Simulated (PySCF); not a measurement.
C3H2N (SMILES C=[C-]C#N), charge -1, singlet, at a GFN2-xTB geometry; CCSD(T)/3-21G run with PySCF.

The PySCF input:
```python
from pyscf import gto, scf, cc

mol = gto.Mole()
mol.atom = '''
    C    -0.12059477   -1.69585943    0.00866156
    C     0.47895936   -0.51486817    0.00668191
    C    -0.03651961    0.73711114   -0.00446379
    H    -1.21576023   -1.89347303    0.00117367
    H     0.46167312   -2.62351069    0.01849443
    N    -0.16814039    1.90838321   -0.01213517
'''
mol.basis = '3-21g'
mol.charge = -1
mol.verbose = 4
mol.cart = True
mol.build()

mf = scf.RHF(mol)
mf.kernel()

mycc = cc.CCSD(mf)
mycc.kernel()
et = mycc.ccsd_t()
print('E(CCSD(T)) = %.10f' % (mycc.e_tot + et))
mf.analyze()
```

It wrote (shortened):

```
PySCF version 2.14.0

[INPUT] verbose = 4
[INPUT] num. atoms = 6
[INPUT] num. electrons = 28
[INPUT] charge = -1
[INPUT] spin (= nelec alpha-beta = 2S) = 0
[INPUT] symmetry False subgroup None
[INPUT] Mole.unit = angstrom
[INPUT] Cartesian GTO integrals (6d 10f)
[INPUT] Symbol           X                Y                Z      unit          X                Y                Z       unit  Magmom
[INPUT]  1 C     -0.120594770000  -1.695859430000   0.008661560000 AA   -0.227891087355  -3.204709868461   0.016367976211 Bohr   0.0
[INPUT]  2 C      0.478959360000  -0.514868170000   0.006681910000 AA    0.905102015197  -0.972959831556   0.012626979889 Bohr   0.0
[INPUT]  3 C     -0.036519610000   0.737111140000  -0.004463790000 AA   -0.069012061076   1.392938177966  -0.008435340578 Bohr   0.0
[INPUT]  4 H     -1.215760230000  -1.893473030000   0.001173670000 AA   -2.297453867838  -3.578145450950   0.002217914861 Bohr   0.0
[INPUT]  5 H      0.461673120000  -2.623510690000   0.018494430000 AA    0.872435755873  -4.957716688969   0.034949407530 Bohr   0.0
[INPUT]  6 N     -0.168140390000   1.908383210000  -0.012135170000 AA   -0.317739287578   3.606321607618  -0.022932147775 Bohr   0.0

nuclear repulsion = 82.9466650777112
number of shells = 24
number of NR pGTOs = 66
number of NR cGTOs = 40
basis = 3-21g
ecp = {}

******** <class 'pyscf.scf.hf.RHF'> ********
method = RHF
initial guess = minao
damping factor = 0
level_shift factor = 0
DIIS = <class 'pyscf.scf.diis.CDIIS'>
diis_start_cycle = 1
diis_space = 8
diis_damp = 0
SCF conv_tol = 1e-09
SCF conv_tol_grad = None
SCF max_cycles = 50
direct_scf = True
direct_scf_tol = 1e-13
Set gradient conv threshold to 3.16228e-05
Initial guess from minao.
init E= -168.749153504421
  HOMO = -0.16941216998805  LUMO = 0.00507347206249698  gap/eV = 4.74800
cycle= 1 E= -168.095502897254  delta_E= 0.654  |g|= 0.46  |ddm|= 2.86
  HOMO = -0.0288339144289393  LUMO = 0.33984938561693  gap/eV = 10.03238
cycle= 2 E= -168.139244081641  delta_E= -0.0437  |g|= 0.372  |ddm|= 0.921
  HOMO = -0.0474018018934022  LUMO = 0.346210282850035  gap/eV = 10.71073
cycle= 3 E= -168.168163108774  delta_E= -0.0289  |g|= 0.0656  |ddm|= 0.437
  HOMO = -0.0670828584475998  LUMO = 0.343880938549133  gap/eV = 11.18289
cycle= 4 E= -168.1702574852  delta_E= -0.00209  |g|= 0.0317  |ddm|= 0.187
  HOMO = -0.0630221183807591  LUMO = 0.34660288073522  gap/eV = 11.14646
cycle= 5 E= -168.17069446089  delta_E= -0.000437  |g|= 0.0111  |ddm|= 0.0624
  HOMO = -0.0644023585229316  LUMO = 0.347102563404227  gap/eV = 11.19762
cycle= 6 E= -168.170800013004  delta_E= -0.000106  |g|= 0.00448  |ddm|= 0.0367
  HOMO = -0.0655933093323586  LUMO = 0.346781648535217  gap/eV = 11.22129
cycle= 7 E= -168.170823538867  delta_E= -2.35e-05  |g|= 0.00215  |ddm|= 0.0135
  HOMO = -0.0659418214304828  LUMO = 0.346939431598556  gap/eV = 11.23507
cycle= 8 E= -168.170830151113  delta_E= -6.61e-06  |g|= 0.000858  |ddm|= 0.00811
  HOMO = -0.0659728363317806  LUMO = 0.347006909833573  gap/eV = 11.23775
cycle= 9 E= -168.170831228213  delta_E= -1.08e-06  |g|= 0.000285  |ddm|= 0.00337
  HOMO = -0.0660158309155943  LUMO = 0.346992100252997  gap/eV = 11.23852
cycle= 10 E= -168.170831344602  delta_E= -1.16e-07  |g|= 9.02e-05  |ddm|= 0.00121
  HOMO = -0.0660042049974283  LUMO = 0.34701197316302  gap/eV = 11.23874
cycle= 11 E= -168.170831351982  delta_E= -7.38e-09  |g|= 1.98e-05  |ddm|= 0.000344
  HOMO = -0.066001104918989  LUMO = 0.34701381012292  gap/eV = 11.23871
cycle= 12 E= -168.170831352244  delta_E= -2.62e-10  |g|= 6.72e-06  |ddm|= 6.97e-05
  HOMO = -0.0660009693305059  LUMO = 0.347013826301943  gap/eV = 11.23871
Extra cycle  E= -168.170831352254  delta_E= -9.89e-12  |g|= 4.38e-06  |ddm|= 1.35e-05
converged SCF energy = -168.170831352254

******** <class 'pyscf.cc.ccsd.CCSD'> ********
CC2 = 0
CCSD nocc = 14, nmo = 40
max_cycle = 50
direct = 0
conv_tol = 1e-07
conv_tol_normt = 1e-05
diis_space = 6
diis_start_cycle = 0
diis_start_energy_diff = 1e+09
Init t2, MP2 energy = -168.553306912168  E_corr(MP2) -0.382475559913695
Init E_corr(CCSD) = -0.382475559920259
cycle = 1  E_corr(CCSD) = -0.375635128552497  dE = 0.00684043137  norm(t1,t2) = 0.0707772
cycle = 2  E_corr(CCSD) = -0.392351563918833  dE = -0.0167164354  norm(t1,t2) = 0.0288675
cycle = 3  E_corr(CCSD) = -0.39352699582035  dE = -0.0011754319  norm(t1,t2) = 0.0135845
cycle = 4  E_corr(CCSD) = -0.396896119354504  dE = -0.00336912353  norm(t1,t2) = 0.00719665
cycle = 5  E_corr(CCSD) = -0.397039270576557  dE = -0.000143151222  norm(t1,t2) = 0.00157214
cycle = 6  E_corr(CCSD) = -0.396861915311788  dE = 0.000177355265  norm(t1,t2) = 0.000621415
cycle = 7  E_corr(CCSD) = -0.396840758740095  dE = 2.11565717e-05  norm(t1,t2) = 0.000213558
cycle = 8  E_corr(CCSD) = -0.396854762685686  dE = -1.40039456e-05  norm(t1,t2) = 8.94909e-05
cycle = 9  E_corr(CCSD) = -0.396848718063541  dE = 6.04462214e-06  norm(t1,t2) = 3.37501e-05
cycle = 10  E_corr(CCSD) = -0.396850137163321  dE = -1.41909978e-06  norm(t1,t2) = 1.00377e-05
cycle = 11  E_corr(CCSD) = -0.396849958229942  dE = 1.78933379e-07  norm(t1,t2) = 3.32564e-06
cycle = 12  E_corr(CCSD) = -0.396849992138941  dE = -3.39089985e-08  norm(t1,t2) = 1.39365e-06
CCSD converged
E(CCSD) = -168.567681344393  E_corr = -0.3968499921389408
CCSD(T) correction = -0.0165954281794053
E(CCSD(T)) = -168.5842767726
**** SCF Summaries ****
Total Energy =                        -168.170831352254027
Nuclear Repulsion Energy =              82.946665077711188
One-electron Energy =                 -397.406301351932086
Two-electron Energy =                  146.288804921966857
Two-electron Coulomb Energy =          169.223936352575407
DFT Exchange-Correlation Energy =      -22.935131430608550
HOMO-LUMO gap [eV] =                    11.238705035925987
**** MO energy ****
MO #1   energy= -15.2517298980044  occ= 2
MO #2   energy= -10.9908561830221  occ= 2
MO #3   energy= -10.958081193018   occ= 2
MO #4   energy= -10.9201868099957  occ= 2
MO #5   energy= -0.992873718227352 occ= 2
MO #6   energy= -0.816834739285895 occ= 2
MO #7   energy= -0.627973488805849 occ= 2
MO #8   energy= -0.425614819438628 occ= 2
MO #9   energy= -0.371305608773558 occ= 2
MO #10  energy= -0.32097554069061  occ= 2
MO #11  energy= -0.275502378259017 occ= 2
MO #12  energy= -0.265293846650492 occ= 2
MO #13  energy= -0.131115990589152 occ= 2
MO #14  energy= -0.0660009693305059 occ= 2
MO #15  energy= 0.347013826301943  occ= 0
MO #16  energy= 0.444655208973098  occ= 0
MO #17  energy= 0.511491968378952  occ= 0
MO #18  energy= 0.559736938132788  occ= 0
MO #19  energy= 0.587653833737314  occ= 0
MO #20  energy= 0.694197692828676  occ= 0
MO #21  energy= 0.816046018578938  occ= 0
MO #22  energy= 0.917686273114843  occ= 0
 ** Mulliken pop on meta-lowdin orthogonal AOs  **
 ** Mulliken pop  **
pop of  0  C 1s           1.99976
pop of  0  C 2s           0.99066
pop of  0  C 3s           0.00170
pop of  0  C 2px          1.03132
pop of  0  C 2py          1.07743
pop of  0  C 2pz          1.17979
pop of  0  C 3px          0.00447
pop of  0  C 3py          0.00583
pop of  0  C 3pz          0.00946
pop of  1  C 1s           1.99974
pop of  1  C 2s           1.11587
pop of  1  C 3s           0.00889
pop of  1  C 2px          1.46597
pop of  1  C 2py          0.98376
pop of  1  C 2pz          0.79366
pop of  1  C 3px          0.01313
pop of  1  C 3py          0.01294
pop of  1  C 3pz          0.00302
pop of  2  C 1s           1.99978
pop of  2  C 2s           0.94539
pop of  2  C 3s           0.00987
pop of  2  C 2px          0.89608
pop of  2  C 2py          1.05967
pop of  2  C 2pz          1.00020
pop of  2  C 3px          0.00287
pop of  2  C 3py          0.02449
pop of  2  C 3pz          0.00140
pop of  3  H 1s           0.98122
pop of  3  H 2s           0.00680
pop of  4  H 1s           0.95890
pop of  4  H 2s           0.00684
pop of  5  N 1s           1.99967
pop of  5  N 2s           1.57697
pop of  5  N 3s           0.01124
pop of  5  N 2px          1.34231
pop of  5  N 2py          1.45903
pop of  5  N 2pz          1.01045
pop of  5  N 3px          0.00540
pop of  5  N 3py          0.00193
pop of  5  N 3pz          0.00207
 ** Mulliken atomic charges  **
charge of    0C =     -0.30042
charge of    1C =     -0.39699
charge of    2C =      0.06025
charge of    3H =      0.01198
charge of    4H =      0.03426
charge of    5N =     -0.40908

WARN: System has nonzero charge -1; the dipole moment is origin-dependent.
Location of origin: [0. 0. 0.]

Dipole moment(X, Y, Z, Debye): -1.33791, -1.78633, -0.00039
```
